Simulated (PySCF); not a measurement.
Several species in one continuum solvent.

Computed with PySCF at CAM-B3LYP/def2-SVPD, non-relativistic, each on one gas-phase PBE0-D3(BJ)/def2-SVP geometry that isn't relaxed in the solvent. The solvent is an IEF-PCM continuum (cavity from Bondi-type radii × 1.2). Only the electrostatic response of the medium enters. Spin–orbit coupling is left out although an atom past zinc is present.

Problem. Order them by E(solvent) − E(gas) in chloroform (ε = 4.711), most negative first (kcal/mol).
A. `O=[PH](C)C`
B. `[CH3:1][O:2][Si:3]([CH3:4])([O:5][CH3:6])[O:7][CH3:8]` with C1–O2–Si3–C4 73°, O2–Si3–O5–C6 -52°, O2–Si3–O7–C8 -166°
C. `[CH3:1][NH:2][GeH:3]([GeH3:4])[GeH3:5]` with C1–N2–Ge3–Ge4 -178°

Solution. A (-7.9), B (-3.4), C (-1.7).

```tsv
SMILES	charge	ΔE (kcal/mol)	polarisation term (kcal/mol)	HOMO shift (eV)	dipole gas (D)	dipole solvent (D)	atoms	lowest singlet, gas (eV)	lowest singlet, solvent (eV)
C[PH](C)=O	0	-7.9	-9.3	-0.19	4.57	5.62	11	7.32	7.56
CO[Si](C)(OC)OC	0	-3.4	-3.8	-0.01	1.41	1.84	20	7.66	7.70
C[NH][GeH]([GeH3])[GeH3]	0	-1.7	-1.8	+0.11	0.70	0.86	16	5.30	5.35
```

The polarisation term is half the interaction of the solute with the induced surface charges. Singlets are vertical TDDFT energies (frozen core, non-equilibrium response), the lowest in each medium.
